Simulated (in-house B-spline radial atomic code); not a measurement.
# RPA and G0W0 on wB97X: In3+

Configuration [Kr] 4d10, mean-field start wB97X. Computed with a B-spline radial code for spherical atoms: all electrons, scalar-relativistic (spin-free one-electron X2C), finite nucleus, each spin shell either full or empty, empty states to l = 9 with an (l + 1/2)⁻⁴ tail; G0W0 by contour deformation at full frequency.

Command:
```bash
python run_gw.py task.json out
```
Settings (radii: box in bohr, nucleus in fm):
```
Z                        49
electrons                46
configuration            [Kr] 4d10
hamiltonian              x2c
method                   wb97x
lmax                     9
rms_radius               4.6156
spin_polarised           False
box_radius               14.14
intervals                68
```

Cost of the run: 3.6 s on 1 thread of Arm Neoverse V2, on a shared host.

Energies (hartree):

```json
{"term": "mean-field total", "value": "-5879.29246"}
{"term": "Hartree-Fock functional on these orbitals", "value": "-5876.50613"}
{"term": "direct second order", "value": "-3.9548"}
{"term": "second-order exchange", "value": "1.1013"}
{"term": "SOSEX correction", "value": "1.0343"}
```

(1) What is the RPA correlation energy, and what remains with SOSEX?

Quasi-particle levels (eV):

```tsv
level	occupied	mean field	Σx - vxc	Σc	QP weight	G0W0
4d	yes	-52.72	-3.89	?	?	?
5s	no	-28.264	1.99	-1.79	0.980	-28.063
```

G0W0 = mean field + (Σx - vxc) + Σc, with Σc (partial-wave tail included) taken at the quasi-particle energy. Only the outer levels were computed. Levels of low weight are left out.

(2) Where does G0W0 put 4d?

## Answers

(1) RPA gives -3.5259 hartree (-2.09 eV per electron); RPA + SOSEX gives -2.4915, and the second-order doubles -2.8535 hartree (no singles). RPA lacks exchange-type terms and so overcorrelates at short range.

(2) At -56.61 eV, with Σc = 0.01 eV and a quasi-particle weight of 0.954. The tabulated removal energy is 55.45 ± 0.04 eV (NIST, measured); the calculation leaves out spin-orbit coupling, Breit and QED terms, and what these don't explain is the method's own error.
